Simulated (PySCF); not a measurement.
Gas-phase reaction: 2 SnH₃Cl ⇌ SnH₂Cl₂ + SnH₄

Computed with PySCF (xtb for GFN2) and rigid-rotor harmonic-oscillator thermochemistry at 1 bar. † marks an energy on the PBE0/def2-TZVP geometry and frequencies; other levels use their own. MP2 and CCSD(T) freeze the core. All species are closed-shell singlets. Sn: scalar-relativistic def2 core potential, no spin-orbit coupling. SnH₃Cl, SnH₂Cl₂: computed as isolated molecules; such fragments, hydroxides, amides, oligomers or adducts are transient or little studied in the gas. MP2 isn't extrapolated to the basis-set limit; its ΔH°(298 K) is -3.8 kJ in def2-SVP and -1.7 kJ in def2-TZVPP. CCSD(T) isn't extrapolated to the basis-set limit; its ΔH°(298 K) is -3.9 kJ in def2-SVP and -1.4 kJ in def2-TZVPP. The harmonic model lacks anharmonicity and excited electronic states, which grow with temperature; levels with a mode under 35 cm⁻¹ are left out. Soft modes under 120 cm⁻¹ make the harmonic entropy rough for SnH₂Cl₂.

| level | ΔE electronic, kJ | ΔH°(298 K), kJ | ΔS°(298 K), J/K | ΔG°(1600 K), kJ |
|---|---|---|---|---|
| BLYP/def2-TZVP† | 0 | 0 | -9 | 13 |
| CCSD(T)/def2-SVP† | -3 | -4 | -9 | 10 |
| GFN2-xTB | -8 | -5 | -8 | 9 |
| HF/def2-TZVP† | 5 | 4 | -9 | 18 |
| M06-2X/def2-TZVP† | 3 | 2 | -9 | 16 |
| MP2/def2-TZVPP† | -1 | -2 | -9 | 12 |
| PBE/def2-SVP | -4 | -4 | -9 | 9 |
| PBE0/def2-QZVP† | 1 | 0 | -9 | 14 |
| PBE0/def2-SVP† | -1 | -2 | -9 | 12 |
| LDA/def2-TZVP† | -4 | -4 | -9 | 9 |
ΔH° is lowest at GFN2-xTB and highest at HF/def2-TZVP†. No reference value is set beside these.
